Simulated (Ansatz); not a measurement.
Ideal-gas functions of CH$_{4}$BrFHfO (`[CH3][Hf]([OH])([F])[Br]`) at 298.15 K and 1 bar, from an Ansatz frequency run at PBE0-D4/def2-TZVP.

Molar mass 309.43 g/mol, point group C1 (symmetry number 1), electronic degeneracy 1, moments of inertia 186.692, 542.159, 544.07 u Å². Harmonic wavenumbers (cm⁻¹, unscaled): 94, 98, 105, 140, 151, 163, 224, 254, 279, 507, 522, 543, 647, 724, 1187, 1416, 1418, 3020, 3106, 3109, 4014.

Use S(trans) = R[1.5 ln M + 2.5 ln T − 1.1517]; rotational temperatures θ = 24.2544 K / I; S(rot) = R[ln(√π/σ · √(T³/θAθBθC)) + 1.5]; for each mode x = 1.438777 ν̃/T, S = R[x/(eˣ − 1) − ln(1 − e⁻ˣ)] and H = RT x/(eˣ − 1); 1 cm⁻¹ = 0.0119627 kJ/mol; R = 8.31446 J/(mol·K).

Q: By hand: the entropy, in J/(mol·K).

A: Translation 180.4. Rotation: θ = 0.1299, 0.0447, 0.0446 K, giving 122.6. Vibration, mode by mode: 14.96, 14.62, 14.06, 11.73, 11.13, 10.52, 8.06, 7.12, 6.44, 2.68, 2.53, 2.34, 1.57, 1.17, 0.18, 0.07, 0.07, 0.00, 0.00, 0.00, 0.00, in all 109.3. Electronic 0.0. Sum 412.3 J/(mol·K).

Q: By hand: H − E and G − E in kJ/mol, counted from the electronic energy.

A: Zero-point energy ½ × 21721 × 0.0119627 = 129.9; thermal vibration 17.0; translation, rotation and pV give 4 RT = 9.9. H − E = 156.8 kJ/mol, and G − E = 156.8 − 298.15 × 412.3/1000 = 33.9 kJ/mol.

Vibration gives 27 % of the entropy, 55.4 J/(mol·K) of it from the modes under 150 cm⁻¹: soft modes count most, and the harmonic formula is weakest for them. The sum counts one conformer and one mirror image; others add a mixing term.
